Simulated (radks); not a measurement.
Species: the lithium ion Li2+. Configuration: 1s1.

All-electron calculation, non-relativistic Kohn-Sham, MS2 meta-GGA, spin-polarised, spherical densities, point nucleus; open shells are filled with parallel spins first; meta-GGA in the generalised Kohn-Sham scheme. Program: a radial shooting solver on a logarithmic mesh with Libxc functionals.

Energy parts (eV):
total: -122.635
kinetic: 122.453
electron-nucleus: -244.898
Hartree: 25.445
exchange-correlation: -25.636

Orbitals (lengths in bohr, moments of r in powers of bohr; r(90%) holds 90 % of the orbital's charge):
| orbital | occ. | eigenvalue (eV) | <r> | <r^2> | r(90%) |
|---|---|---|---|---|---|
| 1s up | 1 | -105.2031 | 0.5022 | 0.3377 | 0.894 |

The highest occupied level is 1s up at -105.20 eV. For comparison, the ionisation energy in NIST's Atomic Spectra Database is 122.45 eV (theoretical). In exact Kohn-Sham theory the highest level is minus the ionisation energy, but local and semilocal functionals leave it too shallow, through self-interaction and a potential that decays too fast; potentials with the right tail come closer.
